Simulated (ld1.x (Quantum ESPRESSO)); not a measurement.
## What one change does to a pseudopotential (Bi (Z = 83), TM)

```json
{
 "Element": "bismuth",
 "Generator": "ld1.x (Quantum ESPRESSO) 7.5",
 "Type": "norm-conserving Troullier–Martins (Kleinman–Bylander form)",
 "Functional": "LDA (PZ)",
 "Relativity": "scalar-relativistic",
 "Frozen core": "[Xe] 4f14",
 "Valence charge": "15",
 "Reference configuration": "5d10 6s2 6p3",
 "Partial waves": "6s (bound): rc 1.80 bohr; 6p (bound): rc 2.50 bohr; 5d (bound): rc 1.85 bohr; 5f channel at 0.1 Ry: rc 2.70 bohr",
 "Local potential": "all-electron potential smoothed inside 1.45 bohr (lloc = -1)",
 "Core correction": "a·sin(br)/r model core inside 1.05 bohr"
}
```

All-electron outer shells of the reference configuration (LDA (PZ), scalar-relativistic, ld1.x):

```json
{"shell": "4f", "level (eV)": "-152.95", "outermost node (bohr)": "–", "outermost maximum (bohr)": "0.34"}
{"shell": "5p", "level (eV)": "-95.96", "outermost node (bohr)": "0.48", "outermost maximum (bohr)": "0.86"}
{"shell": "5d", "level (eV)": "-27.18", "outermost node (bohr)": "0.51", "outermost maximum (bohr)": "1.03"}
{"shell": "6s", "level (eV)": "-14.76", "outermost node (bohr)": "0.98", "outermost maximum (bohr)": "1.86"}
{"shell": "6p", "level (eV)": "-4.77", "outermost node (bohr)": "1.14", "outermost maximum (bohr)": "2.44"}
```

Change: wave 5d (bound): rc 1.85 bohr becomes 5d (bound): rc 1.80 bohr.

Cutoffs: the cutoffs (Ry, on a coarse ladder) from which the occupation-weighted sum of valence levels, in a spherical-Bessel basis at the reference potential, stays within 10 and 1 mRy of its value at 400 Ry; they do not see the model core or the augmentation charge, which bear on the density cutoff. Errors are all-electron minus pseudo energies relative to the spin-unpolarised reference configuration.

Q: How do hardness, ghosts and transferability respond?

A: The potential gets neither clearly harder nor softer (55 Ry and 90 Ry → 55 Ry and 90 Ry); both files keep a bound ghost (p, s); the f channel binds one level more than in the base; the errors of the 8 common tests hardly move.

| quantity | base | changed |
| --- | --- | --- |
| cutoff, loose | 55 Ry | 55 Ry |
| cutoff, tight | 90 Ry | 90 Ry |
| loose cutoff by channel (10 mRy a level) | s 21 Ry, p 6 Ry, d 45 Ry | s 21 Ry, p 6 Ry, d 50 Ry |
| bound ghosts | s, p | s, p |
| tests counted (converged, no solver errors) | 8 of 9 | 8 of 9 |
| error for 5d10 6s2 6p2, meV [ΔE 8.15 eV] | -4.1 | -4.2 |
| error for 5d10 6s2 6p1, meV [ΔE 23.72 eV] | -13 | -13 |
| error for 5d10 6s2 6p0, meV [ΔE 47.43 eV] | -28 | -28 |
| error for 5d10 6s2 6p2.5, meV [ΔE 3.21 eV] | -1.6 | -1.6 |
| error for 5d10 6s1 6p4, meV [ΔE 10.18 eV] | -6.2 | -6.2 |
| error for 5d10 6s2 6p3.3, meV [ΔE -1.15 eV] | +0.5 | +0.5 |
| error for 5d10 6s2 6p3 (spin-polarised), meV [ΔE -1.02 eV] | +7.7 | +7.7 |
| error for 5d10 6s2 6p2 (spin-polarised), meV [ΔE 7.60 eV] | +1.0 | +1.0 |
| s: phases at 2.97 bohr within 0.05 rad from the reference energy up to (Ry; the scan ends near 5) | 1.4 | 1.4 |
| p: phases at 2.97 bohr within 0.05 rad from the reference energy up to (Ry; the scan ends near 5) | 2.9 | 2.9 |
| d: phases at 2.97 bohr within 0.05 rad from the reference energy up to (Ry; the scan ends near 5) | 4.9 | 5.0 |
| f: phases at 2.97 bohr within 0.05 rad from the reference energy up to (Ry; the scan ends near 5) | 2.9 | 2.9 |

Base: Tests not counted: 5d9 6s2 6p4 (solver errors, printed error -1492 eV). Changed file: Tests not counted: 5d9 6s2 6p4 (solver errors, printed error -1493 eV). A true bound ghost makes a file unfit for plane-wave use even where its test errors are small: the radial tests pick states by their node count and pass the ghost by. Where a test does run into it, the solver fails or the error is huge.
